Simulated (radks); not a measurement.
Question: Ru IV, 41 electrons, occupied as [Kr] 4d3 5s2 (not the ground configuration). Method: scalar-relativistic Kohn-Sham, PBE, spin-polarised, spherical densities, point nucleus; open shells are filled with parallel spins first (spin-orbit coupling, left out, can overturn this in heavy ions); computed with a radial shooting solver on a logarithmic mesh with Libxc functionals. Some entries of the table are withheld. Estimate them.

orbital  occ.  eigenvalue (Ry)  r(max) (bohr)
1s down     1        -1615.815        0.02172
1s up       1        -1615.815        0.02172
2s up       1        -235.3502         0.1229
2s down     1        -235.3093         0.1229
2p up       3        -211.1372        0.09825
2p down     3        -211.1065        0.09824
3s up       1        -44.28674         0.3615
3s down     1        -44.26604         0.3616
3p up       3        -36.33408         0.3547
3p down     3        -36.31036         0.3548
3d up       5        -23.55287         0.3008
3d down     5        -23.51550         0.3010
4s up       1              (1)         0.9091
4s down     1              (2)         0.9060
4p up       3         -6.70354         0.9712
4p down     3         -6.50045         0.9674
4d up       3         -3.39803          1.133
4d down     0         -3.19917          1.131
5s up       1         -2.41755            (3)
5s down     1         -2.33827            (4)

Answer: 
(1) 4s up eigenvalue (Ry): -8.97012
(2) 4s down eigenvalue (Ry): -8.77641
(3) 5s up r(max) (bohr): 2.193
(4) 5s down r(max) (bohr): 2.231
